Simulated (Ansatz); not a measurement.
The same path of Cl3HHfO + H2 (8 atoms, charge 0, multiplicity 1) was run twice with different band settings. Lost on the way: H7–H8. Made: Hf1–H7, O2–H8.

Method: RKS PBE0-D4/def2-SVP in Ansatz 0.2.0.

Relaxed end points:

```xyz
8
Properties=species:S:1:pos:R:3
Hf -0.245 0.245 -0.064
O -0.436 0.230 1.814
H -0.545 0.240 2.764
Cl 2.023 0.424 -0.640
Cl -1.387 2.110 -0.903
Cl -1.184 -1.701 -0.978
H 1.574 -2.543 1.203
H 1.260 -2.273 1.842
```

```xyz
8
Properties=species:S:1:pos:R:3
Hf 0.388 -0.142 -0.124
O -0.410 -0.608 1.998
H -1.156 -1.223 2.053
Cl 1.631 -0.232 -2.099
Cl -0.074 2.134 0.207
Cl -1.365 -1.694 -0.584
H 1.823 -0.672 0.895
H 0.224 -0.830 2.692
```

Common settings: movable images 5; climbing image yes; spring 5.0 eV/Å²; optimiser quadratic models (default); force threshold 0.03 eV/Å; iteration limit 60; end points relaxed.

| run | start path |
| --- | --- |
| 1 | through a guess of the saddle point |
| 2 | straight line |

What does each run give, and how far can it be trusted?

Run 1: converged after 37 iterations, highest image 1.337 eV above the first end. Neighbouring images differ by up to 1.3 eV, so the band resolves the path poorly. A vibrational analysis at the climbing image gives one clearly imaginary mode, 1103i cm⁻¹: a first-order saddle point.
Run 2: converged after 28 iterations, highest image 1.337 eV above the first end. Neighbouring images differ by up to 1.3 eV, so the band resolves the path poorly. Another band between the same ends (5 images) ends at a top of the same energy, where a vibrational analysis finds 1 clearly imaginary mode.
The orbitals stay closed-shell, which can raise the energy where a bond breaks towards radicals; this wasn't checked here.
